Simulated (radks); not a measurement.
Numerical settings for the hafnium ion Hf+, [Xe] 4f14 5d1 6s2. Calculated with a radial shooting solver on a logarithmic mesh with Libxc functionals: Dirac Kohn-Sham, LDA (Slater exchange, Perdew-Wang correlation), spin-unpolarised, spherical densities, point nucleus; open shells fill j = l - 1/2 first. The defaults (mesh step 0.008 in ln r, mesh end at 40 bohr or more with all orbitals vanishing there, Anderson mixing 0.5 over 9 steps, residual threshold near 1e-9 with the energy settled to 1e-9 hartree or 1e-11 of itself, here a cap of 65 iterations) give E = -15088.4036 hartree and 5d3/2 at -11.216 eV in 16 iterations. Run on one thread of a shared host, so times are rough (Arm Neoverse V2): 0.2 s of CPU time, 0.2 s wall, 16 iterations on 2648 mesh points. Changes against that run (0 stands for a change within the tolerance of the run):

setting	iterations	converged	E (mhartree)	e(5d3/2) (meV)	CPU (s)
mesh step in ln r 0.02	16	yes	+0.000751	0	0.09
mesh step in ln r 0.12	4	no	diverged	-	0.01
mesh step in ln r 0.003	16	yes	0	0	0.5
mesh end (bohr) 3	15	level above zero	+2.17e+03	+1.54e+04	0.14
mesh end (bohr) 5	16	yes	+117	+1.91e+03	0.17
residual threshold 1e-13	24	yes	0	0	0.23
residual threshold 1e-05	11	yes	0	+0.112	0.16
mixing 0.2	20	yes	0	0	0.23
linear mixing, mixing 0.5	42	yes	0	0	0.38
linear mixing, mixing 1	65	no	+2.92e+05	-8.43e+05	2.6
mixing history 20	24	yes	0	0	0.25
iteration cap 5	5	no	+20.6	+544	0.08

Settled on a wrong energy, with an occupied level pushed above zero by the early mesh end: mesh end (bohr) 3 (+2.17 hartree). Apart from these: settings that end as converged yet miss the energy by more than 1 mhartree: mesh end (bohr) 5 (+0.117 hartree). A mesh that ends early acts as a hard wall.
